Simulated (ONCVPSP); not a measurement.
**What one change does to a pseudopotential (molybdenum, ONCV)**

Mo (Z = 42), optimised norm-conserving Vanderbilt (ONCV), made with ONCVPSP 4.0.1 (PW91, fully relativistic). Core [Ar] 3d10, reference 4s2 4p6 4d5 (charge +1). Waves: 4s: rc 1.10 bohr, ncon 4, nbas 7, qcut 4.6 1/bohr, 2 projectors, debl 1.9 Ha; 4p: rc 2.10 bohr, ncon 4, nbas 8, qcut 8.1 1/bohr, 2 projectors, debl 1.4 Ha; 4d: rc 2.25 bohr, ncon 4, nbas 8, qcut 5.8 1/bohr, 1 projector. Local part: polynomial inside 0.80 bohr (lpopt 5, dvloc0 3 Ha). Core correction: polynomial model core, fcfact 0.6.

Open shells are filled in proportion to 2j + 1.

In the s channel the program set the typed energies aside and used -2.615, 0.250 Ha. In the p channel the program set the typed energies aside and used -1.637, 0.250 Ha (j = l + 1/2; the other j can differ).

All-electron outer shells of the reference configuration (PW91, scalar-relativistic, ld1.x):

```json
{"shell": "4s", "level (eV)": "-71.19", "outermost node (bohr)": "0.51", "outermost maximum (bohr)": "0.99"}
{"shell": "4p", "level (eV)": "-45.35", "outermost node (bohr)": "0.52", "outermost maximum (bohr)": "1.08"}
{"shell": "4d", "level (eV)": "-10.47", "outermost node (bohr)": "0.53", "outermost maximum (bohr)": "1.38"}
```

Change: d: nproj 3.

Cutoffs: the cutoffs (Ha) at which the residual kinetic energy of the hardest occupied pseudo-wave falls to 1 and 0.1 mHa per electron; they do not see the model core or the augmentation charge, which bear on the density cutoff. Errors are all-electron minus pseudo energies relative to the spin-unpolarised reference configuration.

Problem. How do hardness, ghosts and transferability respond?

Solution. The potential gets neither clearly harder nor softer (96 Ha and 111 Ha → 96 Ha and 111 Ha); of the 4 tests that both files solve, the error grows in 3 and shrinks in 0 by more than 15 % and 0.3 meV (median size 5.7 → 8.9 meV); the range in which the d5/2 phases agree widens (upper end 1.0 → at the end of the scan); the range in which the d3/2 phases agree widens (upper end 1.0 → at the end of the scan); neither file shows a bound ghost.

| quantity | base | changed |
| --- | --- | --- |
| cutoff, loose | 96 Ha | 96 Ha |
| cutoff, tight | 111 Ha | 111 Ha |
| bound ghosts | none | none |
| GHOST(+) flags under 300 eV | s at 43.6 eV | s at 43.6 eV |
| error for 4s2 4p6 4d5 5s1, meV [ΔE -6.94 eV] | +1.0 | +1.1 |
| error for 4s2 4p6 4d4, meV [ΔE 15.52 eV] | +2.7 | +6.8 |
| error for 4s2 4p6 4d3, meV [ΔE 42.33 eV] | +36 | +54 |
| error for 4s2 4p6 4d4 5s1 5p1, meV [ΔE -3.19 eV] | +8.7 | +11 |
| s: phases at 1.12 bohr within 0.05 rad from the reference energy up to (Ha; the scan ends near 5) | 1.6 | 1.6 |
| p3/2: phases at 2.13 bohr within 0.05 rad from the reference energy up to (Ha; the scan ends near 5) | 4.8 | 4.8 |
| p1/2: phases at 2.13 bohr within 0.05 rad from the reference energy up to (Ha; the scan ends near 5) | 4.8 | 4.8 |
| d5/2: phases at 2.28 bohr within 0.05 rad from the reference energy up to (Ha; the scan ends near 5) | 1.0 | to the end of the scan |
| d3/2: phases at 2.28 bohr within 0.05 rad from the reference energy up to (Ha; the scan ends near 5) | 1.0 | to the end of the scan |
| rms error of d²Exc/dni dnj with the model core, mHa | 5.32 | 5.32 |
